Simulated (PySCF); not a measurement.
RuO3, SMILES [O]=[Ru](=[O])=[O] (connectivity only; charge and spin as stated), neutral, multiplicity 3.

The structure is a stationary point at r2SCAN-D4/def2-TZVP. The spin state was assumed, not searched. The def2 effective core potentials stand for the cores of Ru; spin–orbit coupling is left out.

Level of theory: B3LYP/def2-TZVPD run with PySCF.

Q: Estimate the frontier levels, dipole moment and polarisability. (An estimate is asked for; the answer gives what the named calculation found.)

A: 
* **α spin, highest occupied and lowest empty level**: -8.02 and -5.36 eV
* **β spin, highest occupied and lowest empty level**: -9.53 and -6.02 eV
* **dipole moment**: 1.26 D
* **quadrupole, principal values (traceless, Buckingham form, about the centre of nuclear charge)**: -4.31, -3.13, 7.44 D·Å
* **mean static polarisability**: 47.1 bohr³ (6.98 Å³)
* **polarisability, principal values**: 30.3, 51.3, 59.7 bohr³
* **⟨S²⟩**: 2.013 (pure state 2.00)
